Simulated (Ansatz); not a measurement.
BiH2(vinyl) (C₂H₅Bi), relaxed as a singlet with RKS PBE-D4/def2-TZVP in Ansatz, starting from the GFN2-xTB geometry. Force threshold 0.02 eV/Å.

In the def2 sets Bi takes a core potential; there is no spin–orbit coupling.

Start:

Cartesian coordinates in Å:
```
Bi 1.7281 -0.5462 0.1633
H 1.6051 -1.5104 -1.3255
H 2.3809 0.7824 -0.8211
C -0.3720 0.2160 -0.1252
C -1.3104 0.1564 0.7962
H -0.5853 0.6433 -1.0917
H -1.1324 -0.2657 1.7738
H -2.3140 0.5242 0.6303
```

```tsv
step	energy (eV)	largest force component (eV/Å)	SCF passes
1	-7993.1638	0.680	21
2	-7993.1881	0.309	22
3	-7993.2024	0.170	22
4	-7993.2048	0.022	22
5	-7993.2052	0.009	22
```

Force components are those of the run's own axes.

End:

Cartesian coordinates in Å:
```
Bi 1.6931 -0.5760 0.1585
H 1.6623 -1.5279 -1.3829
H 2.4341 0.8080 -0.7457
C -0.4013 0.2032 -0.1629
C -1.3123 0.1694 0.8112
H -0.6486 0.6112 -1.1467
H -1.0966 -0.2325 1.8063
H -2.3308 0.5445 0.6623
```

By distances, no bond broke or formed. The bond that changes most is Bi1–H3, from 1.78 to 1.81 Å (atoms count from 1).

No frequencies were taken in this run, so the end may be a saddle point.

Run time 3.9 s (4 threads of Arm Neoverse V2 on a shared host).
